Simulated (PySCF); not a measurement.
A search over the determinants of TlN

Unrestricted PBE0; Tl aug-cc-pVDZ-PP with ECP60, N aug-cc-pVDZ; scalar-relativistic core potentials (PySCF 2.14). Outer shells of the fragments: Tl 5d10 6s2 6p1; N 2s2 2p3.

Followed along the bond (rough minima from three points):

| 2Ms+1 | unpaired | ⟨S²⟩ at the start | R at minimum (Å) | Te (eV) |
| --- | --- | --- | --- | --- |
| 3 | π ↑↑ | 2.01 | 2.33 | 0.00 |
| 3 | σ ↑, π ↑ | 2.03 | 2.19 | 0.35 |
| 1 | π ↑↓ | 1.00 | 2.32 | 0.55 |
| 1 | σ ↓, π ↑ | 1.01 | 2.16 | 0.81 |
| 5 | σ ↑, π ↑↑↑ | 6.01 | none in the scan | ≤ 1.93 |

Solutions found at the starting distance of 2.085 Å, counted from the lowest of them; the search is not exhaustive and high or unbound solutions are not listed, so other states can lie among these:

```json
{"2Ms+1": "3", "unpaired": "π ↑↑", "term": "³Σ⁻", "E (eV)": "0.00", "⟨S²⟩": "2.01", "⟨Lz²⟩": "0.00", "μ (D)": "-2.02"}
{"2Ms+1": "3", "unpaired": "σ ↑, π ↑", "term": "³Π", "E (eV)": "0.07", "⟨S²⟩": "2.03", "⟨Lz²⟩": "1.02", "μ (D)": "-3.56"}
{"2Ms+1": "1", "unpaired": "σ ↓, π ↑", "term": "mixed", "E (eV)": "0.51", "⟨S²⟩": "1.01", "⟨Lz²⟩": "1.03", "μ (D)": "-3.73"}
{"2Ms+1": "1", "unpaired": "π ↑↓", "term": "mixed", "E (eV)": "0.54", "⟨S²⟩": "1.00", "⟨Lz²⟩": "2.01", "μ (D)": "-2.04"}
{"2Ms+1": "1", "unpaired": "none", "term": "¹Σ⁺", "E (eV)": "1.85", "⟨S²⟩": "0.00", "⟨Lz²⟩": "0.00", "μ (D)": "-5.26"}
{"2Ms+1": "1", "unpaired": "none", "term": "mixed", "E (eV)": "2.09", "⟨S²⟩": "0.00", "⟨Lz²⟩": "2.00", "μ (D)": "-1.98"}
{"2Ms+1": "5", "unpaired": "σ ↑, π ↑↑↑", "term": "⁵Π", "E (eV)": "2.36", "⟨S²⟩": "6.01", "⟨Lz²⟩": "1.00", "μ (D)": "0.51"}
{"2Ms+1": "3", "unpaired": "σ ↓, π ↑↑↑", "term": "mixed", "E (eV)": "3.31", "⟨S²⟩": "3.02", "⟨Lz²⟩": "1.00", "μ (D)": "0.31"}
{"2Ms+1": "1", "unpaired": "σ ↑, π ↑↓↓", "term": "mixed", "E (eV)": "3.54", "⟨S²⟩": "2.02", "⟨Lz²⟩": "3.01", "μ (D)": "0.50"}
{"2Ms+1": "3", "unpaired": "π ↑↑", "term": "mixed", "E (eV)": "4.08", "⟨S²⟩": "2.01", "⟨Lz²⟩": "2.01", "μ (D)": "-1.76"}
```

A term symbol is given only where ⟨S²⟩ and ⟨Lz²⟩ are close to those of a pure state; real π, δ and φ orbitals otherwise mix terms. A positive dipole means Tl(−)N(+).

Question: Compare the gap between the two lowest followed solutions at the starting distance with the gap between their minima.

Answer: At PBE0 the second solution (triplet, unpaired electrons σ ↑, π ↑) lies +0.07 eV from the first (triplet, unpaired electrons π ↑↑) at 2.085 Å and +0.35 eV at the minima; the two curves relax by different amounts, since their minima lie near 2.19 and 2.33 Å.

Spin–orbit coupling is left out, which matters for elements this heavy, above all for dissociation energies.
